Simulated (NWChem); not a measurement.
CdH2SeO; SMILES [Cd]([OH])[SeH]

```xyz
5

Cd    -0.0030     0.7326    -0.0023
O     -0.0282     2.7020    -0.0678
H     -0.0200     3.0871     0.8161
Se    -0.0309    -1.7087    -0.0044
H      1.4409    -1.7699    -0.0124
```
Atoms are numbered in this order, from 1.

Results from NWChem. Coordinates come from a PBE0/def2-SVP optimisation. def2 effective core potentials on Cd; no spin-orbit coupling. Ions are spin-unrestricted doublets at the neutral geometry; other ion states weren't tried.

Question: Estimate the computed values for BHandHLYP/def2-SVP. Quantities: vertical ionisation energy, ΔSCF (eV); −ε(HOMO) (eV).

Answer: 
* **vertical ionisation energy, ΔSCF (eV)**: 9.11
* **−ε(HOMO) (eV)**: 7.85
